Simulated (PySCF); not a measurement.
NMR problem set

In vacuum, averaged over atoms made equivalent by symmetry, fast rotation or ring inversion, no relativistic terms, a single conformation. Coordinates at the GFN2-xTB level; GIAO PBE0/pcSseg-1 shieldings; PySCF 2.14.

References, each an isolated molecule treated in the same way: $^{1}$H (σref 31.72), $^{13}$C (σref 186.93) vs TMS. Splittings of carbon signals by F and P are missing where no couplings were computed. Where no couplings were computed, multiplicities follow the n + 1 count of equivalent neighbours, and m marks all less simple cases (inequivalent or close neighbours, rings, F or P nearby). Shifts are as computed. Against solution values, carbons near 30 ppm lie about +3 ppm off and those near 130 ppm about +5 ppm. Of 1211 compounds with measured shifts, 218 miss one by over three times the rms of a fit or turn the order of signals round; such compounds aren't used in these exercises.

Problem. C₂H₈FPSi₂. $^{1}$H NMR (600 MHz, computed): δ 7.63 (m, 1H), 7.24 (m, 1H), 6.30 (m, 1H), 4.06 (d, 3H), 1.36 (m, 2H). $^{13}$C{$^{1}$H} NMR (computed): δ 164.7, 150.3. What is it?

Solution. SMILES [Si@@H](F)(P)/C=C\[SiH3]. 2 carbon signals for 2 carbons: no two carbons are equivalent. Carbon types of the structure: 2 × CH, leaving 6 H on heteroatoms. δC 164.7, 150.3: alkene CH; an sp2 carbon of a C=C bond. δH 7.63, 7.24: hydrogen on an alkene CH; a vinylic proton, deshielded by the sp2 carbon and the C=C anisotropy. δH 6.30: hydrogen on a silicon bonded to C, F, P. δH 1.36: hydrogen on a phosphorus bonded to Si.

The data come from this structure; uniqueness wasn't tested.

Problem. C₇H₉P. $^{1}$H NMR (400 MHz, computed): δ 8.95 (m, 1H), 7.99 (m, 1H), 7.62 (m, 1H), 2.77 (m, 3H), 2.50 (s, 3H). $^{13}$C{$^{1}$H} NMR (computed): δ 177.8 (C), 163.7 (CH), 146.8 (C), 137.3 (CH), 136.9 (CH), 26.7 (CH3), 25.3 (CH3). What is it?

Solution. SMILES Cc1cccpc1C. 7 carbon signals for 7 carbons: no two carbons are equivalent. Carbon types of the structure: 2 × C, 3 × CH, 2 × CH3, which accounts for all hydrogens. δC 177.8, 146.8: substituted aromatic carbon. δC 163.7, 137.3, 136.9: aromatic CH. δC 26.7, 25.3: methyl carbon on an aromatic ring; a saturated carbon with 1 carbon neighbour and no heteroatom attached. δH 8.95, 7.99, 7.62: hydrogen on an aromatic CH; aromatic region.

The shifts were computed for this structure.

Problem. C₆H₁₁FO. $^{1}$H NMR (400 MHz, computed): δ 6.00 (m, 1H), 5.19 (m, 2H), 4.30 (s, 2H), 3.33 (s, 3H), 1.94 (s, 3H). $^{13}$C{$^{1}$H} NMR (computed): δ 156.0 (C), 130.2 (CH), 81.0 (CH2), 73.4 (CH2), 58.4 (CH3), 23.1 (CH3). What is it?

Solution. SMILES COC/C(C)=C\CF. Rings plus π bonds: 1 (no ring in the answer). 6 carbon signals for 6 carbons: no two carbons are equivalent. Carbon types of the structure: 1 × C, 1 × CH, 2 × CH2, 2 × CH3, which accounts for all hydrogens. δC 156.0: fully substituted alkene carbon; an sp2 carbon of a C=C bond. δC 130.2: alkene CH; the olefinic region. δC 81.0: allylic sp3 CH2 bonded to F; the inductive effect lowers its shielding. δC 73.4: allylic sp3 CH2 bonded to O; the inductive effect lowers its shielding.

The shifts were computed for this structure.
